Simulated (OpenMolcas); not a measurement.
Computed levels of 4d² in ions with 38 electrons, in cm-1 above ³F₂.

| Quantity | Value |
| --- | --- |
| Program | OpenMolcas |
| Method | CASSCF |
| Basis | ANO-RCC-VTZP |
| Scalar Hamiltonian | DKH2, point nucleus |
| Spin-orbit coupling | RASSI with atomic mean-field integrals over the reference wave functions, term energies averaged over their components |

Active space for each ion: 2 electrons in 10 orbitals (4d 5d).

| Level | Zr2+ | Nb3+ | Tc5+ | Ru6+ | Rh7+ |
| --- | --- | --- | --- | --- | --- |
| ³F₃ | 672 | 1064 | 2046 | 2681 | 3460 |
| ³F₄ | 1494 | 2333 | 4377 | 5665 | 7213 |
| ¹D₂ | 8963 | 10747 | 14224 | 15968 | 17700 |
| ³P₀ | 10057 | 11859 | 15272 | 16920 | 18498 |
| ³P₁ | 10305 | 12266 | 16111 | 18055 | 20015 |
| ³P₂ | 10914 | 13296 | 18261 | 20947 | 23812 |
| ¹G₄ | 13526 | 16245 | 21548 | 24235 | 26926 |
| ¹S₀ | 31671 | 37878 | 49538 | 55184 | 60524 |

Q: Estimate ³F₄, ¹D₂, ³P₀ for Mo4+ from its neighbours Nb3+ and Tc5+.

A: ³F₄ is fine structure, which grows about as the fourth power of a screened charge, so the fourth roots are averaged: ((2333^0.25 + 4377^0.25) / 2)^4 = 3235. The calculation gives 3241, so the estimate is off by -0.2 %; the measured value is 3357 (Sugar and Musgrove, J. Phys. Chem. Ref. Data 17, 155 (1988)).
¹D₂ is another term, which grows about linearly with the charge: (10747 + 14224) / 2 = 12486. The calculation gives 12596, so the estimate is off by -0.9 %; the measured value is 10190 (Sugar and Musgrove, J. Phys. Chem. Ref. Data 17, 155 (1988)).
³P₀ is another term, which grows about linearly with the charge: (11859 + 15272) / 2 = 13566. The calculation gives 13693, so the estimate is off by -0.9 %; the measured value is 11161 (Sugar and Musgrove, J. Phys. Chem. Ref. Data 17, 155 (1988)).

Mixed levels, with the weight of the term that names them: Ru6+ ¹D₂ (71 %), Ru6+ ³P₂ (73 %), Rh7+ ¹D₂ (68 %), Rh7+ ³P₂ (70 %).

Without dynamic correlation excited terms often stand tens of per cent too high (terms of higher spin than the ground term too low), and those without a measured partner can miss by more than the paired ones. Active for correlation alone: 5d; no level in the range computed is led by a configuration that fills it, so any true level of that kind is missing. Some levels mix across a computed gap that differs much from the measured one, so their mixing is not that of the real levels (holds for Zr2+). Measured partners are found by configuration, term and J. A level has none where our copy of the source lacks it or the pairing is in doubt (some pairs that miss far off the trend of their configuration count as doubtful), and it then counts in no deviation. Levels of configurations outside the active space are missing.
